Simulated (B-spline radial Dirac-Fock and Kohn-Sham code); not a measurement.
# Pt⁶⁺: non-radiative channels of the 4d3/2 vacancy

System: platinum as Pt⁶⁺, 1s2 2s2 2p6 3s2 3p6 3d10 4s2 4p6 4d10 4f14 5s2 5p6 5d4.

Input of the calculation (task.json; shells as n, l, electrons):

```json
{"items": [{
  "Z": 78,
  "q": 6,
  "cfg": [[1, 0, 2], [2, 0, 2], [2, 1, 6], [3, 0, 2], [3, 1, 6], [3, 2, 10], [4, 0, 2], [4, 1, 6], [4, 2, 10], [4, 3, 14], [5, 0, 2], [5, 1, 6], [5, 2, 4]],
  "A": 195,
  "rrms": 5.427,
  "do": ["binding", "quiet", "decay"],
  "holes": ["K", "L1", "L2", "L3", "M1", "M2", "M3", "M4", "M5", "N1", "N2", "N3", "N4", "N5", "N6", "N7"]
}]}
```

Command: `python xray_run.py task.json out`

Method: independent-particle radiative and Coulomb Auger rates from relativistic LDA hole-state orbitals, with Dirac-Fock energies. Computed with a B-spline atomic structure program. Kinetic energies are configuration averages from the vacuum level; the two-hole energies are estimated from single-hole states.

```csv
transition,kinetic energy (eV),width (meV),share (%)
N4-N6O1,35.01,577,8.0
N4-N7O1,38.34,51.5,0.7
N4-N6N6,57.13,1020,14.2
N4-N6N7,59.72,3210,44.5
N4-N7N7,63.75,42.2,0.6
N4-N6O2,77.03,470,6.5
N4-N7O2,80.17,105,1.5
N4-N6O3,94.11,694,9.6
N4-N7O3,97.51,46.4,0.6
N4-O1O4,122.2,27.5,0.4
N4-N6O4,150.9,253,3.5
N4-N6O5,153.0,269,3.7
N4-N7O4,154.2,285,4.0
N4-O3O4,180.0,32.4,0.4
```

Coster-Kronig rates are the weakest part of this model and often come out 1.5 to 2.5 times too large. Super-Coster-Kronig decay this fast strains the one-particle picture, and such widths tend to come out too large. The listed channels hold 98 % of the non-radiative rate. Summed by principal shells, of 7.21 eV in all: NNN 59.3 %, NNO 38.3 %, NOO 2.3 %.
